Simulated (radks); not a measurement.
Q: Excited configurations of Hf II: one electron is placed in a higher orbital outside [Xe] 4f14 5d2. The ground configuration is [Xe] 4f14 5d1 6s2. Method: scalar-relativistic Kohn-Sham, PBEsol, spin-unpolarised, spherical densities, finite nucleus; Fermi nuclear charge, rms radius 5.347 fm; computed with a radial shooting solver on a logarithmic mesh with Libxc functionals. Excitation = E - E(ground); binding = E(ion) - E, where the ion is the core of charge +2; n* = 2/sqrt(2 binding) in atomic units, and the quantum defect is n - n*.

| outer orbital | excitation (eV) | binding (eV) | n* | quantum defect | eigenvalue (eV) | <r> (bohr) |
|---|---|---|---|---|---|---|
| 5f | 12.100 | 3.525 | 3.929 | 1.071 | -2.483 | 8.540 |
| 6f | 13.236 | 2.389 | 4.773 | 1.227 | -1.789 | 14.59 |
| 7d | 12.568 | 3.057 | 4.219 | 2.781 | -2.357 | 12.47 |
| 7f | 13.918 | 1.707 | 5.646 | 1.354 | -1.330 | 22.01 |

Estimate the row for 6d.

A: excitation (eV) 10.593; binding (eV) 5.032; n* 3.289; quantum defect 2.711; eigenvalue (eV) -3.733; <r> (bohr) 6.892. The Delta-SCF ionisation energy is 15.625 eV (NIST Atomic Spectra Database: 14.61 eV, theoretical). Self-interaction in the functional shifts the binding energies and quantum defects, so they are the method's values and not measured ones. Spin polarisation and multiplet splitting are left out, so open shells lie too high by an amount that depends on their filling. Spin-orbit splitting is averaged out at the scalar-relativistic level.

Beside tabulated values, note that spin-unpolarised runs miss the spin-polarisation part of the exchange energy of open shells.
